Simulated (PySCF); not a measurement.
Harmonic spectrum computed at PBE0 in the def2-TZVP basis family (core potentials from Rb on, PySCF, no spin–orbit coupling):

| ω (cm⁻¹) | IR (km/mol) |
| --- | --- |
| 496 | 85.2 |
| 806 | 64.5 |
| 1033 | 2.4 |
| 1199 | 41.8 |
| 2638 | 14.2 |
| 3832 | 78.7 |

**Question.** Which molecule gave it? In each, all ligands are bound to the one heavy central atom.
A. HSi(OH) (singlet)
B. HP(OH) (doublet)
C. HS(OH) (singlet)
D. HAs(OH) (doublet)
E. HIn(OH) (doublet)

**Answer.** C. It has C1 symmetry with O–H 0.963 Å, S–H 1.350 Å, S–O 1.657 Å.
